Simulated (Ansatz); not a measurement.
`F[CH2][GeH]1[O][SiH2]1` + CH₃NH₂ → `CNCF` + `[O]1[SiH2][GeH2]1`  (substitution at a C–Ge bond)

Gas-phase electronic energies from Ansatz, PBE0-D4/def2-TZVP geometries. CBS: MP2 limit from def2 TZ/QZ plus the TZ coupled-cluster correction, frozen cores. Functionals use def2-TZVPP. For Ge outer-core shells are correlated without core-valence functions, which leaves a few kJ/mol of doubt a bond. Scalar relativity is left out up to krypton. One conformer a species, not always the lowest.

| species | PBE-D4 energy (Eh) |
| --- | --- |
| `F[CH2][GeH]1[O][SiH2]1` | -2582.09517 |
| CH₃NH₂ | -95.76915 |
| `CNCF` | -234.24108 |
| `[O]1[SiH2][GeH2]1` | -2443.62715 |

Task: Work out ΔE.

Result: ΔE = (-234.24108) + (-2443.62715) − (-2582.09517) − (-95.76915) = -0.00391 Eh = -10.3 kJ/mol. CCSD(T)/CBS gives -7.7 kJ/mol.

Largest T1 diagnostic among the species: 0.014.

In def2-TZVPP, CCSD(T) changes the Hartree–Fock value by +9.3 kJ/mol (the triples alone add +0.5 kJ/mol) and MP2 by +10.4 kJ/mol.
